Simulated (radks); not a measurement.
Valence configurations of the cerium ion Ce2+ (all share [Xe]). All-electron calculation, scalar-relativistic Kohn-Sham, PBEsol, spin-unpolarised, spherical densities, finite nucleus; Fermi nuclear charge, rms radius 4.8771 fm. Program: a radial shooting solver on a logarithmic mesh with Libxc functionals. Energies are relative to 4f2; eigenvalues in eV.

[
 {"valence": "4f2", "E (eV)": "0.000", "e(4f)": "-12.975", "e(5d)": "-", "e(6p)": "-", "e(6s)": "-"},
 {"valence": "6s2", "E (eV)": "12.445", "e(4f)": "-", "e(5d)": "-", "e(6p)": "-", "e(6s)": "-16.786"},
 {"valence": "4f1 5d1", "E (eV)": "1.459", "e(4f)": "-18.220", "e(5d)": "-14.818", "e(6p)": "-", "e(6s)": "-"},
 {"valence": "4f1 6p1", "E (eV)": "6.762", "e(4f)": "-21.811", "e(5d)": "-", "e(6p)": "-11.596", "e(6s)": "-"},
 {"valence": "4f1.5 5d0.5", "E (eV)": "0.256", "e(4f)": "-15.435", "e(5d)": "-14.066", "e(6p)": "-", "e(6s)": "-"},
 {"valence": "6p2", "E (eV)": "21.175", "e(4f)": "-", "e(5d)": "-", "e(6p)": "-13.376", "e(6s)": "-"},
 {"valence": "6s1 6p1", "E (eV)": "16.809", "e(4f)": "-", "e(5d)": "-", "e(6p)": "-12.929", "e(6s)": "-17.292"},
 {"valence": "5d2", "E (eV)": "7.245", "e(4f)": "-", "e(5d)": "-16.335", "e(6p)": "-", "e(6s)": "-"}
]

NIST lists [Xe] 4f2 as the ground configuration; this level of theory agrees among the configurations tried. The energies are those of spherical spin-averaged densities, not of single terms.
